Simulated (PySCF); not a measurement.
SiH₃Cl, SMILES [SiH3]Cl.

Coordinates come from a B3LYP-D3(BJ)/def2-TZVP optimisation. The isomer is the one that the SMILES or the coordinates give; other isomers of the formula were not compared.

Two levels are set side by side: PBE/def2-TZVPD (PySCF) and ωB97X/def2-TZVPD (PySCF). Same geometry, gas phase. Differences are taken from unrounded values.

```json
[
 {"quantity": "orbital gap (eV)", "ωB97X": "13.08", "PBE": "6.49", "PBE minus ωB97X": "-6.59"},
 {"quantity": "highest occupied level (eV)", "ωB97X": "-11.49", "PBE": "-7.70", "PBE minus ωB97X": "3.79"},
 {"quantity": "lowest empty level (eV)", "ωB97X": "1.60", "PBE": "-1.20", "PBE minus ωB97X": "-2.80"},
 {"quantity": "dipole moment (D)", "ωB97X": "1.40", "PBE": "1.27", "PBE minus ωB97X": "-0.14"},
 {"quantity": "mean polarisability (bohr³)", "ωB97X": "42.2", "PBE": "44.2", "PBE minus ωB97X": "2.0"}
]
```

PBE's occupied levels lie high since its potential decays too fast outside the molecule; exact exchange lowers them and widens the gap. PBE's more diffuse valence density responds more strongly to a field. Differences between two approximate levels are no errors against the true value.

Rough cost on one machine, each run with all the roots and properties that it gave: ωB97X against PBE within a factor of 2.
